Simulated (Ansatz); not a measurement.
Born–Oppenheimer molecular dynamics of FGe2H5 (8 atoms, charge 0, multiplicity 1). It goes on from the last frame of an earlier run, with new velocities.

Method: Ansatz, RKS B3LYP/def2-SVP.

```json
{"ensemble": "NVE (velocity Verlet)", "time step": "0.5 fs", "steps asked": "150", "starting velocities drawn for": "200 K", "masses": "H 3.016 u", "seed": "987581"}
```

First frame:

```xyz
8
Properties=species:S:1:pos:R:3
Ge -0.016 -0.087 0.026
F 0.475 -0.242 1.700
H 1.222 0.234 -0.679
H -1.115 0.991 -0.002
Ge -1.090 -2.107 -0.711
H -2.388 -2.339 0.013
H -1.196 -1.984 -2.213
H -0.199 -3.351 -0.271
```

Task: How far do the bonds stretch over the last three quarters of this one trajectory? (Pairs bonded in most of those frames.)

Result: 
```
   bond  mean (Å)  spread (Å)  shortest  longest
 Ge1–F2     1.760       0.009      1.75     1.77
 Ge1–H3     1.569       0.091      1.43     1.69
 Ge1–H4     1.546       0.006      1.53     1.56
Ge1–Ge5     2.495       0.033      2.43     2.53
 Ge5–H6     1.546       0.027      1.50     1.59
 Ge5–H7     1.548       0.036      1.50     1.60
 Ge5–H8     1.543       0.029      1.50     1.59
```

Mean temperature of the second half: 195 K. The conserved energy stayed within 0.039 meV per atom of its start (net change 0.0096 meV per atom), so the integration is sound. A run of 0.075 ps of so small a system gives no equilibrium averages.

Run time: 5.1 min on 2 threads of Arm Neoverse V2, with other jobs on the host, peak memory 0.24 GiB.
